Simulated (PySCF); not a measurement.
Species: Nb(NEt)Cl3, C2H5Cl3NNb (singlet state).
Z-matrix (Å and degrees, PBE0-D3(BJ)/def2-SVP geometry), rows numbered from 1:
```
Nb
N   1  1.7177
C   2  1.4212  1  173.77
C   3  1.5210  2  111.24  1    -0.16
H   3  1.1045  2  108.48  1   122.05
H   3  1.1046  2  108.49  1  -122.36
H   4  1.0996  3  110.51  2  -179.95
H   4  1.1000  3  110.51  2   -59.76
H   4  1.1000  3  110.52  2    59.88
Cl  1  2.2998  2  106.38  3  -179.52
Cl  1  2.2974  2  104.79  3    59.69
Cl  1  2.2976  2  104.73  3   -58.66
```

Method: PBE0-D3(BJ)/def2-SVP geometry optimisation, gas phase, def2 core potentials past Kr (PySCF).

Take the most abundant isotopes and a rigid rotor. 

Q: What are A, B and C (MHz)?

A: Ia = 506.04, Ib = 700.64, Ic = 710.07 u·Å²; 505379 MHz·u·Å²/I gives A = 998.7, B = 721.3, C = 711.7 MHz.

Q: Classify the top.

A: A near-prolate asymmetric top. Ray's parameter κ = (2B − A − C)/(A − C) = -0.933; −1 is the prolate and +1 the oblate limit.

Q: What does the inertial defect say?

A: Not planar: Δ = Ic − Ia − Ib = -496.61 u·Å². For a rigid frame Δ = −2 Σ m c², so Σ m c² = 248.31 u·Å² lies off the ab plane: 9.78 from hydrogen and 238.53 from heavier atoms. The atom farthest from that plane is 2.10 Å away.

Q: Give the other two planar moments, Paa and Pbb, and the rms extents of the mass along the axes.

A: Paa = Σ m a² = (Ib + Ic − Ia)/2 = 452.34 and Pbb = Σ m b² = (Ia + Ic − Ib)/2 = 257.74 u·Å². With the mass M = 240.86 u, the rms extents √(P/M) along a, b and c are 1.37, 1.03, 1.02 Å.

Q: Which lines would a microwave search look for?

A: The dipole components are |μa| = 2.52 D, |μb| = 0.00 D, |μc| = 1.07 D; the mirror of this Cs structure is the ac plane, so μb vanishes by symmetry and there are no b-type lines. The squared components, which scale the intensities, stand as 1.00 : 0.18 (a : c). Some lines, for components of 0.1 D or more:

```csv
type,branch,"J(Ka,Kc)",MHz,lower level (cm⁻¹)
c,Q,"4(2,3) ← 4(1,3)",799,0.489
c,Q,"3(2,2) ← 3(1,2)",818,0.297
c,Q,"4(3,2) ← 4(2,2)",1408,0.516
c,R,"1(1,0) ← 0(0,0)",1720,0.000
c,Q,"4(4,1) ← 4(3,1)",1975,0.563
c,Q,"5(5,1) ← 5(4,1)",2539,0.868
a,R,"3(0,3) ← 2(0,2)",4298,0.143
c,R,"3(1,2) ← 2(0,2)",4610,0.143
c,R,"3(2,1) ← 2(1,1)",5132,0.153
a,R,"4(3,2) ← 3(3,1)",5733,0.372
c,R,"4(1,3) ← 3(0,3)",6063,0.287
c,R,"4(2,3) ← 3(1,3)",6607,0.295
a,R,"5(1,5) ← 4(1,4)",7140,0.486
c,R,"4(3,2) ← 3(2,2)",7144,0.324
a,R,"5(0,5) ← 4(0,4)",7160,0.478
a,R,"5(2,4) ← 4(2,3)",7165,0.516
a,R,"5(4,2) ← 4(4,1)",7166,0.629
a,R,"5(4,1) ← 4(4,0)",7166,0.629
a,R,"5(3,2) ← 4(3,1)",7166,0.563
c,R,"5(1,4) ← 4(0,4)",7521,0.478
c,R,"4(4,0) ← 3(3,0)",7707,0.372
c,R,"5(2,3) ← 4(1,3)",7972,0.489
c,R,"5(3,2) ← 4(2,2)",8574,0.516
c,R,"5(3,3) ← 4(2,3)",8578,0.516
```

Not checked by PBE0-D3(BJ)/def2-SVP frequencies. Constants of a rigid frame at the computed geometry: no zero-point averaging, no centrifugal distortion. A rigid rotor knows nothing of internal rotation, which can split or shift real lines. Quadrupole hyperfine structure (14N, 35Cl) is left out.
